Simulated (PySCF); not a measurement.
# Stationary points of ZrF₄

Computed with PBE in PySCF with Zr def2-SVP with ECP28, F def2-SVP; scalar-relativistic core potentials, no spin–orbit coupling; density-fitted integrals.

Relaxations began from a few typed shapes. The search is not exhaustive: other isomers or separated fragments can lie lower, and high-lying points may rest on an excited occupation.

Problem. Which is the lowest minimum found?
A. singlet D4h: Zr–F 1.938 Å (×4); F–Zr–F 90.0° (×4), F–Zr–F 180.0° (×2)
B. singlet Td: Zr–F 1.909 Å (×4); F–Zr–F 109.5° (×6)

Solution. B. The others lie at 202.0 (singlet D4h, a saddle point) kJ/mol above it.

Formally Zr is in oxidation state +4, d0. The polar-tensor charge on Zr, 2.59, is below the formal one.

For the lowest minimum: stability towards spin polarisation was not tested.
